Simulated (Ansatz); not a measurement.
A run for Ansatz (a first-principles code): SC-NEVPT2 on CASSCF(2,2)/def2-TZVPPD on BrHMg (SMILES [MgH][Br]), a point of a bond scan (R = 4.539 Å). Files ending in .json are basis or fitting sets from the Basis Set Exchange.

Ansatz 0.2 input:
```yaml
crystal:
  periodic: [false, false, false]
  atoms:
    - {symbol: Mg, position_ang: [-0.00000000, -0.00000000, -1.67667967]}
    - {symbol: H, position_ang: [0.00000000, 0.00000000, -6.21555036]}
    - {symbol: Br, position_ang: [0.00000000, 0.00000000, 0.67079711]}
basis:
  gaussian:
    orbitals: def2-TZVPPD.json
    pivot_positions_ang: [[-0.00000000, -0.00000000, -1.67667967], [0.00000000, 0.00000000, -6.21555036], [0.00000000, 0.00000000, 0.67079711]]
magnetization: {spin_polarized: false}
correlation: {method: sc_nevpt2, electrons: outside_noble_gas, active_space: {window: {electrons: 2, orbitals: 2}}}
output: {orbitals: {seedname: ./end}}
```

Program output:

```
WARN ansatz: RAYON_NUM_THREADS=1 ignored (pool sized by the plan → 1); use --threads N
Functional definition: HF
integrals: 0.04 GiB planned
813 factors; integrals over basis functions are off by at most 5.2e-4 eV
mean field: 0.27 GiB planned
mean field evaluation 1: about -75440.9599 eV, gradient 1.6e1 eV
mean field evaluation 2: about -75440.9773 eV, gradient 1.6e1 eV
mean field evaluation 4: about -75443.1309 eV, gradient 3.7e0 eV
mean field evaluation 8: about -75443.2689 eV, gradient 3.5e-1 eV
mean field evaluation 16: about -75443.2707 eV, gradient 1.9e-6 eV
mean field -75443.27067070 eV, -2772.4890598627 hartree, gradient 1.9e-6 eV, S^2 0.000000; 0 other end points of the search recorded, 0 dependent functions left out; unrestricted orbitals would lower it
reference -75443.27067070 eV, -2772.4890598627 hartree; 24, 24 occupied and 85, 85 virtual orbitals, 813 factors
configuration interaction: 0.15 GiB planned
configuration interaction: 0.00 GiB planned
state -75446.21407933 eV, -2772.5972281347 hartree
state -75446.21407933 eV, -2772.5972281347 hartree; corrected -75450.99270328 eV, -2772.7728393259 hartree
Total energy: -75450.99270328 eV, -2772.7728393259 hartree
```

The run converged.

Cost: very roughly 5 core-seconds.
